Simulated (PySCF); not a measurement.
# How methods differ on the electron affinity of Ni

Ni⁻ [Ar] 3d9 4s2 (2D) → Ni [Ar] 3d8 4s2 (3F), as a difference of total energies. Calculation: PySCF 2.14, in def2-QZVPPD (11s6p5d4f2g, 100 functions); the non-relativistic Hamiltonian (point nucleus). Correlated levels: valence: [Ar] frozen; valence and next inner shell: [Ne] frozen. The calculations carry no spin-orbit coupling.

Task: Order these methods by the electron affinity they give, lowest first.
A. SCS-MP2 (valence and next inner shell)
B. PBE
C. PBE0
D. SCS-MP2 (valence)

Result: D (1.234 eV), C (1.262 eV), A (1.676 eV), B (2.008 eV).

A first-order spin-orbit estimate (lowest level to lowest level, LS coupling) adds -0.053 eV.

These non-relativistic numbers lack the scalar-relativistic shift.

Errors of the correlated levels include the incompleteness of this basis and the frozen core.

A negative affinity means that the anion lies above the atom at that level of theory.

In the anion the highest occupied orbital energy is positive at LDA, PBE, PBE0, r2SCAN, BLYP, B3LYP, B2PLYP, BP86, a self-interaction effect; the basis confines that electron, and the energy difference can still be sensible.

For comparison: 1.157 eV (measured; photodetachment measurements, as compiled on the Wikipedia data page of electron affinities).
